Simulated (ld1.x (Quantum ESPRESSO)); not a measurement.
**Which change was made? (Fe, TM)**

iron, norm-conserving Troullier–Martins (Kleinman–Bylander form), made with ld1.x (Quantum ESPRESSO) 7.5 (PBE, scalar-relativistic). Core [Ar], reference 3d6 4s1 4p0 (charge +1). Waves: 4s (bound): rc 2.40 bohr; 4p (bound, empty): rc 2.40 bohr; 3d (bound): rc 1.15 bohr. Local part: the d channel. Core correction: none.

Cutoffs, loose and tight: the cutoffs (Ry, on a coarse ladder) from which the occupation-weighted sum of valence levels, in a spherical-Bessel basis at the reference potential, stays within 10 and 1 mRy of its value at 400 Ry. They do not see the model core or the augmentation charge, which bear on the density cutoff. Test errors are all-electron minus pseudo excitation energies from the reference, over the configurations 3d6 4s2 4p0; 3d6 4s0 4p0; 3d5 4s0 4p0; 3d5 4s2 4p1; 3d6 4s1.5 4p0; 3d6 4s1 4p1; 3d6.5 4s1.5 4p0; variants that change the core or the reference have their own tests. The largest error is taken over the tests solved by every variant that gives reliable tests at all, those not shown here included: 3d5 4s0 4p0; 3d6 4s0 4p0; 3d6 4s1 4p1; 3d6 4s1.5 4p0; 3d6 4s2 4p0; 3d6.5 4s1.5 4p0.

The base gives: outcome: generated; cutoff, loose: 160 Ry; cutoff, tight: 230 Ry; bound ghosts: s, p; largest test error (meV): +70.

Problem. After one change the result is: outcome: generated; cutoff, loose: 100 Ry; cutoff, tight: 160 Ry; bound ghosts: s, p; largest test error (meV): -178. Which change was it?
A. all radii scaled by about 0.81 (s 1.94, p 1.94, d 0.94 bohr)
B. all radii scaled by about 1.35 (s 3.24, p 3.24, d 1.56 bohr)
C. all radii scaled by about 1.22 (s 2.92, p 2.92, d 1.40 bohr)

Solution. B. The others give: all radii scaled by about 1.22 (s 2.92, p 2.92, d 1.40 bohr) → outcome: generated; cutoff, loose: 120 Ry; cutoff, tight: 180 Ry; bound ghosts: s, p; largest test error (meV): -57 | all radii scaled by about 0.81 (s 1.94, p 1.94, d 0.94 bohr) → outcome: generated; cutoff, loose: 200 Ry; cutoff, tight: 260 Ry; bound ghosts: s, p; largest test error (meV): +86.
